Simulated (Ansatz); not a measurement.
The first iterations of a band of FGeH₃O (6 atoms, charge 0, multiplicity 1).

All numbers below come from RKS PBE-D4/def2-SVP (Ansatz 0.2.0).

```json
{
 "movable images": "5",
 "climbing image": "yes",
 "spring": "5.0 eV/Å²",
 "optimiser": "lbfgs",
 "start path": "through a guess of the saddle point",
 "force threshold": "0.05 eV/Å",
 "iteration limit": "60",
 "end points": "relaxed",
 "largest step": "0.5 Å"
}
```

Image 0:

```xyz
6
Properties=species:S:1:pos:R:3
Ge 0.232 -0.055 0.039
F 0.161 0.047 1.797
H 1.699 0.122 -0.396
O -0.628 1.355 -0.635
H -1.584 1.321 -0.442
H -0.459 -1.398 -0.316
```

Image 6:

```xyz
6
Properties=species:S:1:pos:R:3
Ge 0.083 -0.249 -0.878
F 1.101 0.004 1.389
H 1.872 0.327 0.958
O -0.854 1.308 -0.826
H -1.719 1.197 -0.389
H -1.062 -1.194 -0.207
```

| iteration | highest image above the first end (eV) | largest band force component (eV/Å) |
| --- | --- | --- |
| 1 | 3.465 | 4.399 |
| 2 | 2.842 | 2.689 |
| 3 | 2.268 | 1.415 |
| 4 | 2.193 | 1.677 |
| 5 | 2.164 | 0.861 |
| 6 | 2.146 | 0.665 |
| 7 | 2.130 | 1.198 |
| 8 | 2.106 | 0.634 |
| 9 | 2.098 | 1.180 |
| 10 | 2.137 | 0.978 |

Problem. Does the band converge within its limit, and where does its top end?

Solution. It converged. It ended after 32 iterations with the highest image 2.215 eV above the first end. Another band between the same ends (5 images) ends at a top of the same energy, where a vibrational analysis finds 1 clearly imaginary mode. The orbitals stay closed-shell, which can raise the energy where a bond breaks towards radicals; this wasn't checked here.

The run took 3.7 min on 1 thread of Arm Neoverse V2, with other jobs on the host, peak memory 0.15 GiB.
